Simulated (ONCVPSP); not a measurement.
## C: one change to an ONCV potential, before and after

ONCVPSP 4.0.1 input, shortened (lines: element, Z, core and valence counts, functional; n l f; lmax; l rc ep ncon nbas qcut; lloc lpopt rc5 dvloc0; l nproj debl; icmod fcfact rcfact), PBE, scalar-relativistic:

```
  C 6.00    1    2        4      upf
    1    0    2.00
    2    0    2.00
    2    1    1.50
    2
    0    1.15    0.00    5    8    5.10
    1    2.40    0.00    4    7    6.80
    2    2.10    0.16    5    9    4.40
    0    5    1.15    0.00
    0    0    1.50
    1    2    0.40
    2    3    1.50
    3    2.25    1.45
```

Change: s: qcut 7; p: qcut 9.3; d: qcut 6.

Cutoffs: the cutoffs (Ha) at which the residual kinetic energy of the hardest occupied pseudo-wave falls to 1 and 0.1 mHa per electron; they do not see the model core or the augmentation charge, which bear on the density cutoff. Errors are all-electron minus pseudo energies relative to the spin-unpolarised reference configuration.

**Question.** Predict the effect on cutoff, ghosts and configuration errors.

**Answer.** The potential gets softer (43 Ha and 105 Ha → 21 Ha and 34 Ha); of the 4 tests that both files solve, the error grows in 0 and shrinks in 4 by more than 15 % and 0.3 meV (median size 27.5 → 17.0 meV); neither file shows a bound ghost.

```csv
quantity,base,changed
"cutoff, loose",43 Ha,21 Ha
"cutoff, tight",105 Ha,34 Ha
loose cutoff by channel,"s 43 Ha, p 13 Ha","s 21 Ha, p 15 Ha"
bound ghosts,none,none
GHOST(+) flags under 300 eV,d at 112.5 eV,none
"error for 2s2 2p2, meV [ΔE -3.96 eV]",+8.0,+5.1
"error for 2s2 2p1, meV [ΔE 6.90 eV]",+19,+12
"error for 2s2 2p0, meV [ΔE 31.05 eV]",+329,+227
"error for 2s1 2p2, meV [ΔE 15.65 eV]",-36,-22
s: phases at 1.16 bohr within 0.05 rad from the reference energy up to (Ha; the scan ends near 5),4.5,to the end of the scan
p: phases at 2.43 bohr within 0.05 rad from the reference energy up to (Ha; the scan ends near 5),3.6,3.7
d: phases at 2.13 bohr within 0.05 rad from the reference energy up to (Ha; the scan ends near 5),3.9,to the end of the scan
"rms error of d²Exc/dni dnj with the model core, mHa",1.97,1.94
```
